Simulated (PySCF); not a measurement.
A small calculation by hand: oscillator strength and radiative lifetime

Al(F)(OMe)(SeH) (CH₄AlFOSe), SMILES [F][Al]([SeH])[O]C.

The structure is a stationary point at PBE0-D3(BJ)/def2-SVP. One conformer was computed; it need not be the lowest.

TDA-PBE/def2-SVPD run with PySCF puts the first singlet state with f over 0.02 at 4.68 eV (vertical), with the transition dipole (0.000, 0.000, -0.553) in atomic units.

Find the oscillator strength, the wavelength and the radiative lifetime that this transition would have in vacuum if emission retraced absorption.


|μ|² = 0.3058 au, so |μ| = 1.41 D. ΔE = 4.68/27.211 = 0.1720 hartree. f = (2/3) ΔE |μ|² = 0.035 (the program prints 0.035).
λ = 1239.84/4.68 = 265 nm; ν = 37747 cm⁻¹.
Einstein's coefficient A = 0.6670 ν² f s⁻¹ (ν in cm⁻¹) = 3.3e7 s⁻¹, so τ = 1/A = 30 ns. This state is S1. The figure is the radiative limit of this one transition; relaxation, internal conversion, crossing to triplets and a medium change what is measured.
